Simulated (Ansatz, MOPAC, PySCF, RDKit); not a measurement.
Torsion H3–B1–S2–H5 in BH3S (SMILES BS); at each angle all else is relaxed with GFN2-xTB, and the levels are single points there.
Geometry at 0° (charge 0, multiplicity 1):
| atom | x (Å) | y (Å) | z (Å) |
|---|---|---|---|
| B | -0.6017 | -0.0718 | 0.0462 |
| S | 1.0673 | -0.5087 | 0.3488 |
| H | -1.3865 | -0.8865 | -0.2373 |
| H | -0.8729 | 1.0587 | 0.1433 |
| H | 0.9996 | -1.8230 | 0.1520 |

On the grid 0° to 330°, 90° is the highest and 0° the lowest point at CCSD(T)/CBS(cc-pV(T+d)Z, cc-pV(Q+d)Z).

The state that PM3 reach isn't checked.

Programs: Ansatz (a program for electronic structure) with Gaussian orbitals; MOPAC for PM3 (differences of heats of formation); PySCF for the dispersion terms; RDKit for the force fields. 

Question: One of these levels gives 18.23 kcal/mol for the energy at 90° less that at 0°. Which?
A) HF/cc-pV(T+d)Z
B) UFF
C) PM3
D) BLYP-D3(BJ)/def2-TZVPP

Answer: A, HF/cc-pV(T+d)Z. The others give -12.15 (UFF), 25.98 (PM3), 21.80 (BLYP-D3(BJ)/def2-TZVPP)
